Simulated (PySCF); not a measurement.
## Choosing a basis for TDDFT

C₂H₄N₂OSi.
SMILES with atom numbers: `[N:1]#[C:2]/[CH:3]=[N:4]/[SiH2:5][OH:6]` (hydrogens: H7 on C3; H8, H9 on Si5; H10 on O6)

TDDFT with PBE0 (PySCF), vertical singlets, core orbitals frozen in the response, spherical d and f functions. Geometry: PBE0-D3(BJ)/def2-SVP, one conformer, isolated molecule.

```csv
basis,functions,diffuse,S1 (eV),S2 (eV),S3 (eV),S4 (eV),S5 (eV),LUMO (eV),α (au)
6-31G*,96,no,3.74,5.72,5.85,6.33,6.97,-2.33,54.7
def2-SVP,108,no,3.68,5.67,5.83,6.35,6.91,-2.46,56.7
6-31+G*,120,yes,3.72,5.69,5.80,6.26,6.77,-2.64,63.1
def2-SVPD,159,yes,3.68,5.65,5.77,6.28,6.87,-2.68,67.5
aug-cc-pVDZ,178,yes,3.68,5.64,5.76,6.24,6.69,-2.64,69.1
def2-TZVP,216,no,3.67,5.65,5.76,6.24,6.86,-2.63,64.3
def2-TZVPD,267,yes,3.66,5.64,5.74,6.22,6.75,-2.67,68.8
```

**Question.** Compare the sets with the largest diffuse one.

**Answer.** States are compared by their number. Against the largest diffuse basis here (def2-TZVPD, itself not a converged limit), sets without diffuse functions differ by up to 0.08 eV in S1 and 0.22 eV in S5; the smaller diffuse sets differ by up to 0.06 and 0.11 eV. State by state, the largest deviation of a set without diffuse functions is S1 0.08, S2 0.08, S3 0.11, S4 0.13, S5 0.22 eV. The same number needn't mean the same state in each row. Against def2-TZVPD the polarisability deviates by -20% in 6-31G*, -18% in def2-SVP, -8% in 6-31+G*, -2% in def2-SVPD, 0% in aug-cc-pVDZ, -6% in def2-TZVP. A single + in a Pople set puts diffuse functions on heavy atoms only.
